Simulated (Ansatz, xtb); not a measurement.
Species: PO (charge 0, doublet). SMILES: O=[P]
Structure (B3LYP-D3(BJ)/def2-TZVP (Ansatz, a quantum-chemistry and plane-wave program) minimum search):
```xyz
2

P      0.0000     0.0000    -0.5147
O      0.0000     0.0000     0.9651
```
Charge 0, spin multiplicity 2.

Harmonic wavenumbers from GFN2-xTB (xtb, at its own minimum), cm⁻¹: 1317.

Task: Give the harmonic wavenumbers at B3LYP-D3(BJ)/def2-TZVP (Ansatz, finite differences of forces, unscaled).

Result: 1259 cm⁻¹. Zero-point energy 1.8 kcal/mol.

Task: From these and the geometry, give the ideal-gas thermochemistry at 298.15 K and 1 atm (rigid rotor, harmonic oscillator).

Result: Point group C∞v, rotational symmetry number 1. Rotational constants 21.88, 21.88 GHz. S(trans) 37.47, S(rot) 13.21, S(vib) 0.03, S(elec, spin only) 1.38, S 52.1 cal/(mol K). H(298) - H(0) 2.08 kcal/mol; G - E(el) -11.6 kcal/mol.
